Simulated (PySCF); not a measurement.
[BrF4]-: from structure and modes to constants

Level of theory: PBE0 in PySCF with Br def2-SVPD, F def2-SVPD; no relativity; density-fitted integrals.

The singlet minimum has D4h symmetry. Masses (u): Br 78.91834, F 18.99840.

```xyz
5
charge -1 multiplicity 1, angstrom
Br    0.0000    0.0000    0.0000
F     1.9141    0.0000    0.0000
F     0.0000    1.9141    0.0000
F    -1.9141    0.0000    0.0000
F     0.0000   -1.9141    0.0000
```

Harmonic wavenumbers (cm⁻¹): 169.4 (b2u, ×1), 174.3 (eu, ×2), 226.5 (b2g, ×1), 320.6 (a2u, ×1), 437.0 (b1g, ×1), 505.4 (eu, ×2), 518.7 (a1g, ×1).

Task: Find the principal moments of inertia and the rotational constants. What kind of rotor is it?

Result: About the centre of mass I = 139.22, 139.22, 278.43 u Å². With B = 16.8576/I this gives 0.1211, 0.1211, 0.06054 cm⁻¹. The molecule is an oblate symmetric top.

Task: Find the vibrational entropy and heat capacity at 298.15 K.

Result: With u = 1.43878 ω/T, each mode gives S = R[u/(eᵘ−1) − ln(1−e⁻ᵘ)] and C = R u² eᵘ/(eᵘ−1)².
```json
{"ω (cm⁻¹)": "169.4", "u": "0.817", "S (J/(mol K))": "10.22", "C (J/(mol K))": "7.87"}
{"ω (cm⁻¹)": "174.3 (×2)", "u": "0.841", "S (J/(mol K))": "9.99", "C (J/(mol K))": "7.84"}
{"ω (cm⁻¹)": "226.5", "u": "1.093", "S (J/(mol K))": "7.98", "C (J/(mol K))": "7.53"}
{"ω (cm⁻¹)": "320.6", "u": "1.547", "S (J/(mol K))": "5.47", "C (J/(mol K))": "6.84"}
{"ω (cm⁻¹)": "437.0", "u": "2.109", "S (J/(mol K))": "3.50", "C (J/(mol K))": "5.81"}
{"ω (cm⁻¹)": "505.4 (×2)", "u": "2.439", "S (J/(mol K))": "2.70", "C (J/(mol K))": "5.18"}
{"ω (cm⁻¹)": "518.7", "u": "2.503", "S (J/(mol K))": "2.56", "C (J/(mol K))": "5.06"}
```
The sums over all modes are S = 55.1 and C = 59.2 J/(mol K); the softest mode gives 19 % of the entropy (each member, where degenerate).

Only a few start shapes were tried, so a lower isomer may exist. The lowest empty level of this anion is unbound, so it and the gap depend on the basis.
